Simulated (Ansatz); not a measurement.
```yaml
crystal:
  periodic: [false, false, false]
  atoms:
    - {symbol: Bi, position_ang: [1.468963, 2.542493, 2.661696]}
    - {symbol: H, position_ang: [4.565670, 2.372861, 0.173977]}
    - {symbol: H, position_ang: [-0.318148, 5.146688, 0.247008]}
    - {symbol: Si, position_ang: [-1.055179, -1.857849, -0.366086]}
    - {symbol: H, position_ang: [-0.969177, -1.358632, -3.613919]}
    - {symbol: H, position_ang: [-4.195081, -2.168453, 0.578382]}
    - {symbol: H, position_ang: [0.502953, -4.677108, 0.318942]}
basis:
  gaussian: {orbitals: def2-TZVP, fitting: {mean_field: def2-universal-jkfit}}
magnetization: {spin_polarized: true, initial_magnetization: 2}
hamiltonian: {xc: {name: CAM-B3LYP}}
scf: {omitted_lower_state_checks: [starts]}
output: {forces: true}
```

```sh
$ ansatz run in.yaml --threads 4 --pin off --events-out ev --progress --plain --max-ram 3916MiB
```

Shortened log:

```
Functional definition: CAM-B3LYP
469 factors; integrals over basis functions are off by at most 1.4e0 eV
469 factors; integrals over basis functions are off by at most 2.1e-4 eV
mean field evaluation 1: about -13763.1280 eV, gradient 2.4e1 eV
mean field evaluation 2: about -13707.8985 eV, gradient 6.2e1 eV
mean field evaluation 4: about -13775.6154 eV, gradient 1.2e1 eV
mean field evaluation 8: about -13776.7564 eV, gradient 1.3e1 eV
mean field evaluation 16: about -13781.9741 eV, gradient 1.1e-2 eV
mean field -13781.97405775 eV, -506.4782048647 hartree, gradient 2.9e-7 eV, S^2 5.604289; 0 other end points of the search recorded, 0 dependent functions left out
reference -13781.97426131 eV, -506.4782123456 hartree; 22, 20 occupied and 95, 97 virtual orbitals, 469 factors
Total energy: -13781.97426131 eV, -506.4782123456 hartree
Atom 0 at     1.468963     2.542493     2.661696 Å, force     0.033399     0.062330    -0.134562 eV/Å
Atom 1 at     4.565670     2.372861     0.173977 Å, force    -0.083625     0.004307     0.067249 eV/Å
Atom 2 at    -0.318148     5.146688     0.247008 Å, force     0.048036    -0.070484     0.065297 eV/Å
Atom 3 at    -1.055179    -1.857849    -0.366086 Å, force    -0.181619    -0.319232    -0.204361 eV/Å
Atom 4 at    -0.969177    -1.358632    -3.613919 Å, force     0.002251    -0.031779     0.345532 eV/Å
Atom 5 at    -4.195081    -2.168453     0.578382 Å, force     0.326877     0.051265    -0.082570 eV/Å
Atom 6 at     0.502953    -4.677108     0.318942 Å, force    -0.145319     0.303594    -0.056584 eV/Å
Dipole moment:     0.059694     0.103473     0.125076 e Å
Checks for a lower state left out: starts
```

Problem. What is wrong with this run?

Solution. The geometry is stretched to more than twice its size. Self-consistency was reached. The result belongs to that input, not to the species as meant. The charge 0 triplet is spin-contaminated (final ⟨S²⟩ up to 5.60, 2.00 for a pure state).
